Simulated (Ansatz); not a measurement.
Consider the formal exchange of groups at the Si–N bond: `N[Si](N)(N)O` + `CC1CO1` → `N[SiH](N)O` + `NCC1CO1`.

Calculated with Ansatz (gas phase, PBE0-D4/def2-TZVP geometries, no zero-point term in ΔE). CCSD(T)/CBS adds triple-zeta CCSD(T) − MP2 to the extrapolated MP2 energy (def2 sets, frozen cores). Functionals use def2-TZVPP. B3LYP here is the variant with VWN-RPA as its local correlation; programs differ in this. Each species was taken in one conformer, which may not be the lowest.

```tsv
level	ΔE (kJ/mol)
ωB97X-V	143.3
B3LYP	142.9
```

Problem. What does CCSD(T)/CBS give? (Estimate.)

Solution. Computed: +148.4 kJ/mol. The listed levels differ from it by -5.1, -5.5 kJ/mol.

Largest T1 diagnostic among the species: 0.011.

From PBE to PBE0 (25 % exact exchange), in def2-TZVPP and without D4, ΔE moves by +5.5 kJ/mol. The D4 term adds +3.7 kJ/mol with B3LYP and +1.9 kJ/mol with PBE0; it sums over pairs of atoms, weighted by their polarisabilities, and B3LYP, whose exchange is more repulsive, gets the larger term.
